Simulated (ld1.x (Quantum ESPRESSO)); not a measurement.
**gold: one change to a TM potential, before and after**

gold, norm-conserving Troullier–Martins (Kleinman–Bylander form), made with ld1.x (Quantum ESPRESSO) 7.5 (BLYP, scalar-relativistic). Core [Kr] 4d10 4f14, reference 5s2 5p6 5d8 6s0 6p0 (charge +3). Waves: 5s (bound): rc 1.60 bohr; 5p (bound): rc 1.00 bohr; 5f channel at -0.2 Ry: rc 1.50 bohr; 5d (bound): rc 1.35 bohr. Local part: the d channel. Core correction: none.

All-electron outer shells of the reference configuration (BLYP, scalar-relativistic, ld1.x):

```
shell  level (eV)  outermost node (bohr)  outermost maximum (bohr)
   5s     -144.60                   0.48                      0.84
   4f     -117.61                      –                      0.37
   5p      -95.54                   0.52                      0.94
   5d      -40.50                   0.56                      1.18
   6s      -33.46                   1.09                      2.05
   6p      -23.92                   1.27                      2.54
```

Change: wave 5d (bound): rc 1.35 bohr becomes 5d (bound): rc 1.80 bohr.

Cutoffs: the cutoffs (Ry, on a coarse ladder) from which the occupation-weighted sum of valence levels, in a spherical-Bessel basis at the reference potential, stays within 10 and 1 mRy of its value at 400 Ry; they do not see the model core or the augmentation charge, which bear on the density cutoff. Errors are all-electron minus pseudo energies relative to the spin-unpolarised reference configuration.

Question: Predict the effect on cutoff, ghosts and configuration errors.

Answer: The potential gets neither clearly harder nor softer (140 Ry and 230 Ry → 140 Ry and 230 Ry); both files keep a bound ghost (p); of the 5 tests that both files solve, the error grows in 1 and shrinks in 4 by more than 15 % and 0.3 meV (median size 404.1 → 166.3 meV).

| quantity | base | changed |
| --- | --- | --- |
| cutoff, loose | 140 Ry | 140 Ry |
| cutoff, tight | 230 Ry | 230 Ry |
| loose cutoff by channel (10 mRy a level) | s 35 Ry, p 80 Ry, d 35 Ry | s 35 Ry, p 80 Ry, d 40 Ry |
| bound ghosts | p | p |
| tests counted (converged, no solver errors) | 6 of 7 | 6 of 7 |
| error for 5s2 5p6 5d10 6s1 6p0, meV [ΔE -64.34 eV] | -404 | -166 |
| error for 5s2 5p6 5d10 6s0 6p0, meV [ΔE -54.87 eV] | +14 | +21 |
| error for 5s2 5p6 5d10 6s0.5 6p0, meV [ΔE -60.55 eV] | -217 | -82 |
| error for 5s1 5p6 5d10 6s1 6p0, meV [ΔE 50.88 eV] | -950 | -583 |
| error for 5s2 5p6 5d9 6s2 6p0, meV [ΔE -62.77 eV] | -944 | -411 |

Base: Tests not counted: 5s2 5p6 5d10 6s0 6p1 (an occupied level unbound or not found, printed error -2.4 eV). ld1.x printed “convergence not achieved” for 6 of the counted tests; their residual had stalled under 1e-8, short of the target of 1e-14. Changed file: Tests not counted: 5s2 5p6 5d9 6s0 6p0 (an occupied level unbound or not found, printed error +10 meV). ld1.x printed “convergence not achieved” for 6 of the counted tests; their residual had stalled under 1e-8, short of the target of 1e-14. A true bound ghost makes a file unfit for plane-wave use even where its test errors are small: the radial tests pick states by their node count and pass the ghost by. Where a test does run into it, the solver fails or the error is huge.
